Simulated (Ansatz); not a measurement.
`O[Si@H]1O[C@H]1F`. The species carries charge 0 and has multiplicity 1.

Z-matrix (Å, degrees):
```
Si
O 1 1.661
C 1 1.810 2 48.8
O 1 1.621 2 120.1 3 109.1
H 1 1.469 2 117.9 3 -117.0
F 3 1.369 1 118.7 2 99.7
H 3 1.088 1 131.2 2 -95.7
H 4 0.961 1 117.7 2 -42.8
```

(1) Give the diagnostics of a CCSD(T)/def2-TZVPP run (frozen core, Ansatz 0.2.0). (Best estimate.)

Results:

(1) The calculation gave: T1 = 0.0139, largest single amplitude 0.023, largest double 0.022, (T) share of the correlation energy 3.6 %, 9 CCSD cycles. The RHF solution is stable towards an unrestricted one. T1 lies under the customary mark of 0.02 for closed shells.
